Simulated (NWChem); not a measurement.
# CH2F (+1)

```xyz
4

C      0.0000     0.0000    -0.5879
F      0.0000     0.0000     0.6355
H     -0.9845     0.0000    -1.0961
H      0.9845     0.0000    -1.0961
```
Charge +1, spin multiplicity 1.

Program: NWChem. All single points use one geometry, from PBE0/def2-SVP, a minimum by its harmonic frequencies.

Symmetry labels belong to the abelian group C2v used in the runs, with the axes of the coordinates shown.

The spin multiplicity of the parent species was assumed, not shown to be that of its ground state. The structure started from a generated list of species.

Question: List the lowest 3 singlet excitations that TDA-PBE0/def2-SVPD gives, with oscillator strengths.

Answer: 
```csv
state,symmetry,energy (eV),wavelength (nm),f
1,a2,5.35,232,0.000
2,a2,10.43,119,0.000
3,b2,10.58,117,0.021
```
